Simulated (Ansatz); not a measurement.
GeH2Cl2 (dichlorogermane): methods side by side

GeH2Cl2 has 5 atoms, charge 0, and is taken as a singlet. As SMILES, `[Cl][GeH2][Cl]`. Geometry: optimised at wB97X-V/def2-SVP.

Each level gives the adiabatic electron affinity (to the doublet anion, shapes relaxed at wB97X-V/def2-SVP, no zero-point term) (eV). The values are calculated.

The electron affinity is E(neutral) − E(anion): positive where the electron is bound.

```csv
level,kind,program,value (eV),CPU time (all runs)
HF/def2-TZVP,Hartree–Fock,Ansatz,0.21,5.5 s
PBE/def2-TZVP,GGA,Ansatz,0.87,6.6 s
B3LYP/def2-TZVP,global hybrid,Ansatz,0.96,11 s
wB97M-V/def2-TZVP,range-separated hybrid,Ansatz,0.70,38 s
MP2/def2-TZVP,perturbation theory,Ansatz,0.43,7.2 s
```

All-electron rows without a relativistic Hamiltonian named are non-relativistic. The values span 0.21 to 0.96 eV. In the correlated wave-function rows the outer d shell of Ge is correlated, in sets not made for it. CPU times are rough (shared hosts, several kinds of processor): they show what a rung costs within a factor of a few.
